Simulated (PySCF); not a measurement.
Radial density of Sm⁴⁶⁺ (samarium, charge +46)

PW91, [Ne] 3s2 3p4, high-spin 3P determinant. Computed with PySCF 2.14 in an uncontracted even-tempered set (16 s from 9.2 bohr⁻², ratio 2.5; 10 p from 12 bohr⁻², ratio 2.5; 4 d from 52 bohr⁻², ratio 2.7; 4 f from 77 bohr⁻², ratio 2.7), with the non-relativistic Hamiltonian (point nucleus).

| r (bohr) | 4πr²ρ (e/bohr) | 4πr²(ρα − ρβ) |
| --- | --- | --- |
| 0.000438 | 0.3875 | 0.0000 |
| 0.000736 | 1.056 | 0.0000 |
| 0.00124 | 2.809 | 0.0000 |
| 0.00208 | 7.156 | 0.0001 |
| 0.00350 | 16.98 | 0.0018 |
| 0.00589 | 35.74 | 0.0141 |
| 0.00991 | 61.77 | 0.0911 |
| 0.0167 | 78.36 | 0.4799 |
| 0.0280 | 70.89 | 1.8328 |
| 0.0472 | 78.56 | 3.8726 |
| 0.0794 | 92.87 | 1.8071 |
| 0.133 | 39.39 | 1.9392 |
| 0.225 | 34.51 | 10.8753 |
| 0.378 | 6.433 | 1.9818 |
| 0.635 | 0.05214 | 0.0141 |

A non-relativistic calculation at this Z misses sizeable relativistic shifts. Spin-orbit coupling is strong in this species (close to jj coupling), so the high-spin LS determinant is a model state, not a physical level.
